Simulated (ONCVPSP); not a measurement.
Configuration tests for C (Z = 6) (ONCV)

- Element: carbon
- Generator: ONCVPSP 4.0.1
- Type: optimised norm-conserving Vanderbilt (ONCV)
- Functional: LDA (Perdew-Zunger)
- Relativity: scalar-relativistic
- Frozen core: [He]
- Valence charge: 4
- Reference configuration: 2s2 2p2
- Partial waves: 2s: rc 0.95 bohr, ncon 4, nbas 8, qcut 5.4 1/bohr, 3 projectors, debl 4 Ha; 2p: rc 2.25 bohr, ncon 3, nbas 7, qcut 5.2 1/bohr, 3 projectors, debl 3.5 Ha
- Local potential: polynomial inside 0.70 bohr (lpopt 4, dvloc0 0 Ha)
- Core correction: Teter function fitted to the true core (icmod 2), fcfact 0.65

Energies are relative to the spin-unpolarised reference configuration 2s2 2p2; without spin polarisation the order of configurations can differ from experiment.

```csv
valence configuration,charge,ΔE all-electron (eV),error AE − PS (meV)
2s1 2p0,+3,83.217,+1244
2s1 2p3,0,8.242,-6.4
```

Question: What are ΔE and the potential's error for 2s2 2p0?

Answer: ΔE = 35.247 eV all-electron; the error (AE − PS) is +634 meV.

Question: What are ΔE and the potential's error for 2s2 2p1?

Answer: ΔE = 10.988 eV all-electron; the error (AE − PS) is +78 meV.

Note: ghosts flagged at negative energy: s at -201.7 eV; GHOST(+) flags only above 600 eV. A true bound ghost makes a file unfit for plane-wave use.
